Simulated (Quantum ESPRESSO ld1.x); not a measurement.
Q: These are the eigenvalues of the occupied orbitals of an atom or ion with whole-number occupations (eV). All-electron calculation, Dirac Kohn-Sham, PW91, spin-unpolarised, spherical densities, point nucleus. Program: ld1.x of Quantum ESPRESSO 7.5.

orbital  eigenvalue
1s1/2    -80716.157
2s1/2    -14273.720
2p1/2    -13688.333
2p3/2    -11851.935
3s1/2     -3409.061
3p1/2     -3146.248
3p3/2     -2740.996
3d3/2     -2305.346
3d5/2     -2218.264
4s1/2      -781.284
4p1/2      -669.251
4p3/2      -572.033
4d3/2      -388.926
4d5/2      -370.824
5s1/2      -160.327
4f5/2      -135.977
4f7/2      -132.157
5p1/2      -123.662
5p3/2      -106.620
5d3/2       -56.226
5d5/2       -54.226

Which element is it, and in what charge state? The configuration may be excited. Open shells, if any, are shared by 2j + 1.

A: Z = 79, gold, charge +4: Au4+ in [Xe] 4f14 5d7. The list shows which subshells hold electrons but not how many an open one holds; the 1s level, -2966.3 hartree, gives Z - s = 77.0 by -(Z - s)^2/2, which with screening and relativity narrows Z to a few neighbours, and the depths of the outer levels then fix element, charge and occupations together.
